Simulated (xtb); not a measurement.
H5OSi2, SMILES [SiH2]O[SiH3] (connectivity only; charge and spin as stated), charge +1, multiplicity 1. All values are semi-empirical tight-binding results from xtb (GFN2-xTB unless named), good for trends rather than for accurate numbers. Geometry optimised at GFN2-xTB. The spin state was assumed, not searched. The isomer is the one that the SMILES or the coordinates give; other isomers of the formula were not compared.

- orbital gap: 3.19 eV
- zero-point energy: 27.0 kcal/mol
- G − E(el) at 298.15 K (modified RRHO): 8.4 kcal/mol
- static polarisability (D4 model): 66.3 bohr³
- solvation energy, GFN2-xTB/ALPB(water): -43.3 kcal/mol
- solvation energy, GFN2-xTB/ALPB(hexane): -26.2 kcal/mol
